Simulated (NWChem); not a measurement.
Program: NWChem. System: BCl (+1), charge 1, spin multiplicity 2, at a geometry optimised with UPBE0/def2-SVP. The structure started from a generated list of species. Its SCF solution wasn't tested for a lower state. Level: evGW@UPBE/def2-TZVP, RI basis def2-tzvp-rifit, 6 cycles.

Job file:

```
start mol
memory heap 200 mb stack 700 mb global 1700 mb
charge 1
geometry units angstroms nocenter noautoz
  B      0.000000     0.000000     1.239198
  Cl     0.000000     0.000000    -0.364470
  symmetry group C2v
end
basis spherical
  * library def2-tzvp
end
basis "ri basis" bse spherical
  * library def2-tzvp-rifit
end
dft
  xc xpbe96 cpbe96
  odft
  mult 2
  iterations 100
  direct
  tolerances tight
end
task dft energy
gw
  evgw 6
  states alpha occ -1 vir -1
  states beta occ -1 vir -1
end
task dft gw
```

Output (cleaned and shortened):

```
             Northwest Computational Chemistry Package (NWChem) 7.3.0
             --------------------------------------------------------

                                NWChem Input Module
                                -------------------

 Scaling coordinates for geometry "geometry" by  1.889725989
 (inverse scale =  0.529177249)

 Turning off AUTOSYM since
 SYMMETRY directive was detected!

                             Geometry "geometry" -> ""
                             -------------------------

 Output coordinates in angstroms (scale by  1.889725989 to convert to a.u.)

  No.       Tag          Charge          X              Y              Z
 ---- ---------------- ---------- -------------- -------------- --------------
    1 B                    5.0000     0.00000000     0.00000000     1.23919800
    2 Cl                  17.0000     0.00000000     0.00000000    -0.36447000

 Effective nuclear repulsion energy (a.u.)      28.0482407612

            Nuclear Dipole moment (a.u.)
            ----------------------------
        X                 Y               Z
 ---------------- ---------------- ----------------
     0.0000000000     0.0000000000    -0.0000000000

      Symmetry information
      --------------------

 Group name             C2v
 Group number             16
 Group order               4
 No. of unique centers     2

      Symmetry unique atoms

     1    2


 Summary of "ao basis" -> "" (spherical)
 ------------------------------------------------------------------------------
       Tag                 Description            Shells   Functions and Types
 ---------------- ------------------------------  ------  ---------------------
 *                         def2-tzvp                  on all atoms

 new library libraries.bse/

 Summary of "ri basis" -> "" (spherical)
 ------------------------------------------------------------------------------
       Tag                 Description            Shells   Functions and Types
 ---------------- ------------------------------  ------  ---------------------
 *                      def2-tzvp-rifit               on all atoms
[...]
@GW        62         83.360           0.000
@GW        63         89.530           0.000
@GW        64        297.625           0.000
@GW        65        297.619           0.000
@GW        66        309.246           0.000
@GW        67        377.574           0.000
@GW        68        689.290           0.000

                   Beta Orbitals
          State     Energy (eV)     Error (eV)
          -----------------------------------
@GW         1      -2802.600           0.000
@GW         2       -285.598           0.000
@GW         3       -217.785           0.000
@GW         4       -217.662           0.000
@GW         5       -217.662           0.000
@GW         6       -210.617           0.000
@GW         7        -35.877           0.000
@GW         8        -25.332           0.000
@GW         9        -21.904           0.000
@GW        10        -21.903           0.000
@GW        11         -8.870           0.000
@GW        12         -5.763           0.000
@GW        13         -5.763           0.000
@GW        14         -0.600           0.000
@GW        15         -1.313           0.000
@GW        16          0.024           0.000
@GW        17          0.024           0.000
@GW        18          0.291           0.000
@GW        19          4.620           0.000
@GW        20          4.620           0.000
@GW        21          4.242           0.000
@GW        22          6.418           0.000
@GW        23          6.416           0.000
@GW        24          7.405           0.000
@GW        25          7.405           0.000
@GW        26         10.124           0.000
@GW        27         10.124           0.000
@GW        28         11.177           0.000
@GW        29         16.121           0.000
@GW        30         16.121           0.000
@GW        31         16.710           0.000
@GW        32         17.270           0.000
@GW        33         20.156           0.000
@GW        34         20.149           0.000
@GW        35         22.498           0.000
@GW        36         24.512           0.000
@GW        37         40.915           0.000
@GW        38         40.916           0.000
@GW        39         42.545           0.000
@GW        40         42.544           0.000
@GW        41         45.908           0.000
@GW        42         45.906           0.000
@GW        43         44.424           0.000
@GW        44         44.423           0.000
@GW        45         46.630           0.000
@GW        46         46.971           0.000
@GW        47         46.966           0.000
@GW        48         49.833           0.000
@GW        49         49.831           0.000
@GW        50         51.340           0.000
@GW        51         58.043           0.000
@GW        52         58.046           0.000
@GW        53         55.127           0.000
@GW        54         55.127           0.000
@GW        55         57.916           0.000
@GW        56         57.913           0.000
@GW        57         65.087           0.000
@GW        58         65.089           0.000
@GW        59         65.574           0.000
@GW        60         69.120           0.000
@GW        61         83.716           0.000
@GW        62         83.715           0.000
@GW        63         90.182           0.000
@GW        64        297.682           0.000
@GW        65        297.682           0.000
@GW        66        310.149           0.000
@GW        67        378.438           0.000
@GW        68        688.798           0.000

     GW Timing Statistics
   ------------------------
   Init.   :          0.0s
     ERIs  :          0.1s
     Distr.:          0.0s
     Vxc   :          0.0s
   Sigma_x :          0.0s
   RPA     :          1.3s
   Wmn     :          0.5s
   Sigma_c :          1.2s
   GW total:          3.2s

 Task  times  cpu:        3.2s     wall:        3.2s

 Total times  cpu:        5.9s     wall:        5.9s
```
